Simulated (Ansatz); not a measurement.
A nudged elastic band was laid between two geometries of AlF3H3N + H3N (12 atoms, charge 0, multiplicity 1).

Method: RKS revPBE-D4/def2-SVP (Ansatz 0.2.0).

```json
{
 "movable images": "9",
 "climbing image": "yes",
 "spring": "5.0 eV/Å²",
 "optimiser": "quadratic models (default)",
 "start path": "through a guess of the saddle point",
 "force threshold": "0.05 eV/Å",
 "iteration limit": "60",
 "end points": "relaxed"
}
```

First end point:

```xyz
12
Properties=species:S:1:pos:R:3
Al -0.127 -1.660 0.475
N -1.125 -0.154 -0.363
F -0.069 -2.809 -0.764
F -1.059 -2.020 1.838
H 1.475 0.944 0.259
F 1.384 -0.941 0.831
H -0.478 0.705 -0.398
N 0.947 1.713 -0.192
H -1.970 0.087 0.172
H -1.426 -0.384 -1.320
H 1.500 2.017 -1.004
H 0.948 2.502 0.467
```

Last end point:

```xyz
12
Properties=species:S:1:pos:R:3
Al -0.125 -1.697 0.487
N -1.061 -0.120 -0.340
F -0.098 -2.791 -0.797
F -1.122 -2.042 1.804
H 1.506 0.939 0.277
F 1.370 -0.975 0.869
H -0.393 0.685 -0.354
N 1.354 1.881 -0.106
H -1.896 0.157 0.195
H -1.358 -0.313 -1.307
H 1.199 1.877 -1.117
H 0.625 2.399 0.389
```

**Question.** Which bonds break or form, and what moves?

**Answer.** No bond is made or broken.

**Question.** What energy profile does the band end with?

**Answer.** The run converged. The highest image is number 9 of 0 to 10, 10.8 kcal/mol above the first end and 0.0 kcal/mol above the last; the last end lies 10.8 kcal/mol above the first. The top lies less than 8 meV above the higher end, about what the thresholds resolve: that end is a shoulder or a very shallow well. A vibrational analysis at the climbing image gives one clearly imaginary mode, 355i cm⁻¹: a first-order saddle point.

| image | path coordinate (Å) | energy (kcal/mol) |
| --- | --- | --- |
| 0 | 0.00 | 0.0 |
| 1 | 0.09 | 0.1 |
| 2 | 0.18 | 0.3 |
| 3 | 0.27 | 0.7 |
| 4 | 0.36 | 1.6 |
| 5 | 0.45 | 3.7 |
| 6 | 0.54 | 6.6 |
| 7 | 0.63 | 9.0 |
| 8 | 0.72 | 10.4 |
| 9 | 0.81 | 10.8 |
| 10 | 0.93 | 10.8 |

**Question.** What is the geometry of the highest image?

**Answer.** 
```xyz
12
Properties=species:S:1:pos:R:3
Al -0.122 -1.693 0.471
N -1.052 -0.123 -0.364
F -0.091 -2.804 -0.799
F -1.111 -2.032 1.797
H 1.488 0.915 0.300
F 1.378 -0.977 0.847
H -0.381 0.688 -0.358
N 1.284 1.848 -0.076
H -1.899 0.148 0.155
H -1.329 -0.312 -1.337
H 1.208 1.923 -1.089
H 0.628 2.418 0.454
```

The band took 47 iterations and about 27 core-minutes.

Run time: 14 min on 2 threads of Arm Neoverse V2, with other jobs on the host, peak memory 0.14 GiB.
